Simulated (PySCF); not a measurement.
# Finite-field polarisability of O (oxygen, neutral)

[He] 2s2 2p4, high-spin 3P determinant. Calculation: PySCF 2.14, in aug-cc-pVDZ-DK (4s3p2d, 23 functions); scalar relativity by spin-free X2C-1e. Frozen: 1s2. Energy changes in a uniform field (μhartree):

```json
{"axis": "x", "F (au)": "0.0071", "HF": "-100.685", "MP2": "-104.877", "CCSD": "-105.091", "CCSD(T)": "-105.530"}
{"axis": "x", "F (au)": "0.0142", "HF": "-402.820", "MP2": "-419.613", "CCSD": "-420.473", "CCSD(T)": "-422.232"}
{"axis": "y", "F (au)": "0.0066", "HF": "-99.297", "MP2": "-108.508", "CCSD": "-111.186", "CCSD(T)": "-112.197"}
{"axis": "y", "F (au)": "0.0132", "HF": "-397.477", "MP2": "-434.400", "CCSD": "-445.143", "CCSD(T)": "-449.202"}
```

By symmetry the remaining axis equals x.

(1) Derive α along x at CCSD(T) from the two fields.

(2) And the mean polarisability at each level?

CCSD(T) lies more than 5 % below the reference, which points to too few diffuse and polarisation functions.

A double-zeta set is small for polarisabilities.

## Answers

(1) With ΔE = −αF²/2 − γF⁴/24, α = −(16 ΔE(F) − ΔE(2F))/(6F²) = 4.186 bohr³.

(2) The components xx, yy, zz at CCSD(T) are 4.186, 5.150, 4.186, the third axis being equal by symmetry to one of the two computed. Means: HF 4.182, MP2 4.434, CCSD 4.481, CCSD(T) 4.508 bohr³. Reference: 5.3 ± 0.2 bohr³ (recommended; Schwerdtfeger and Nagle, table of static dipole polarizabilities (2023 update)).
